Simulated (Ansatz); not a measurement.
C2H9AlN, doublet, geometry from GFN2-xTB (such geometries of metal compounds can be far from the true shape) (the spin is typed, not shown lowest). Base run: MP2/cc-pVDZ (Ansatz, a quantum-chemistry and plane-wave program).

Ansatz was given this input:
Ansatz 0.2 input:
```yaml
crystal:
  periodic: [false, false, false]
  atoms:
    - {symbol: Al, position_ang: [0.45612501, 0.14400214, 0.58553422]}
    - {symbol: C, position_ang: [1.18040402, 1.02448517, -1.10446545]}
    - {symbol: H, position_ang: [2.00314753, 0.45334385, -1.55194589]}
    - {symbol: H, position_ang: [1.59408064, 2.01416057, -0.88401319]}
    - {symbol: H, position_ang: [0.44282261, 1.18205973, -1.90181117]}
    - {symbol: C, position_ang: [-1.48074391, 0.53159024, 1.08975994]}
    - {symbol: H, position_ang: [-1.92499362, -0.27422218, 1.68696724]}
    - {symbol: H, position_ang: [-2.15887810, 0.70017555, 0.24339754]}
    - {symbol: H, position_ang: [-1.55151213, 1.43153730, 1.70965678]}
    - {symbol: N, position_ang: [-0.21172714, -1.59855754, -0.61587026]}
    - {symbol: H, position_ang: [-0.84351527, -1.16649869, -1.28504584]}
    - {symbol: H, position_ang: [-0.73313935, -2.29622058, -0.09560394]}
    - {symbol: H, position_ang: [0.52649194, -2.06291305, -1.13422149]}
basis:
  gaussian:
    orbitals: cc-pVDZ
magnetization: {spin_polarized: true, initial_magnetization: 1}
correlation: {method: mp2}
```

Each row names what was changed in the base input (with any setting that the change needs).

| change | ΔE vs base (mEh) | MP2 correlation (Eh) | basis functions | core-seconds (rough) |
|---|---|---|---|---|
| base | 0.000 | -0.53990 | 105 | 4 |
| method = ccsd_t | -72.627 | -0.53990 | 105 | 30 |
| method = bccd | -56.555 | -0.53990 | 105 | 20 |
| electrons = all | (withheld) | (withheld) | 105 | 4 |
| method = bccd_t | -72.671 | -0.53990 | 105 | 50 |
| reference functional = pbe0 | (withheld) | - | 105 | 10 |
| lower_state_search = off | 0.000 | -0.53990 | 105 | 3 |
| electrons = outside_noble_gas | 0.000 | -0.53990 | 105 | 3 |
| method = rpa | (withheld) | - | 105 | 4 |
| accuracy = high | -0.005 | -0.53990 | 105 | 9 |

Q: What belongs in the gaps?

A: 
- electrons = all, ΔE vs base (mEh): -14.703
- electrons = all, MP2 correlation (Eh): -0.55460
- reference functional = pbe0, ΔE vs base (mEh): -8.588
- method = rpa, ΔE vs base (mEh): -116.9
